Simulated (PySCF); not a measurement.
SMILES c1ccc([SiH2]CN)cc1, singlet (GFN2-xTB optimised geometry):

```
20

N     -2.861    -0.795    -0.105
C     -2.105    -1.751     0.699
Si    -0.350    -1.989    -0.017
C      0.604    -0.363     0.000
C     -0.053     0.866    -0.003
C      0.659     2.052    -0.004
C      2.043     2.033    -0.002
C      2.712     0.820     0.000
C      1.996    -0.363     0.000
H     -2.967    -1.145    -1.051
H     -3.793    -0.663     0.277
H     -2.044    -1.345     1.712
H     -2.609    -2.726     0.784
H      0.346    -2.997     0.796
H     -0.473    -2.488    -1.397
H     -1.133     0.881    -0.007
H      0.132     2.997    -0.005
H      2.600     2.959    -0.001
H      3.793     0.799     0.002
H      2.524    -1.307     0.002
```

Level of theory: PBE/def2-SVP run with PySCF.

**Question.** What are the frontier orbital energies and the dipole moment?

**Answer.** HOMO-2 -6.11 eV, HOMO-1 -6.10 eV, HOMO -5.16 eV, LUMO -1.12 eV, LUMO+1 -0.82 eV; dipole moment 1.52 D.

On the same geometry PBE0/def2-SVP in PySCF gives HOMO-2 -7.15 eV, HOMO-1 -7.13 eV, HOMO -6.68 eV, LUMO -0.26 eV, LUMO+1 0.09 eV; dipole moment 1.48 D.

Meta-Löwdin charges at PBE/def2-SVP: N1 -0.45, C2 -0.30, Si3 0.57, C4 -0.21, C5 -0.10, C6 -0.11, C7 -0.10, C8 -0.11, C9 -0.10, H10 0.19, H11 0.20, H12 0.11, H13 0.08, H14 -0.10, H15 -0.10, H16 0.11, H17 0.10, H18 0.11, H19 0.10, H20 0.10.
